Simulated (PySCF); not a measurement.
## Zn⁺: ionisation energy

Zn⁺ [Ar] 3d10 4s1 (2S) → Zn²⁺ [Ar] 3d10 (1S), as a difference of total energies. Calculation: PySCF 2.14, in cc-pVTZ-DK (7s6p4d2f1g, 68 functions); scalar relativity by spin-free X2C-1e. Correlated levels: valence: [Ar] frozen. The calculations carry no spin-orbit coupling.

Task: Order these methods by the ionisation energy they give, lowest first.
A. MN15
B. MP2 (valence)
C. PBE0
D. SCS-MP2 (valence)

Result: D (17.611 eV), B (17.765 eV), A (17.981 eV), C (18.330 eV).

Errors of the correlated levels include the incompleteness of this basis and the frozen core.

For comparison: 17.964 eV (measured; NIST Atomic Spectra Database, ionization energies).
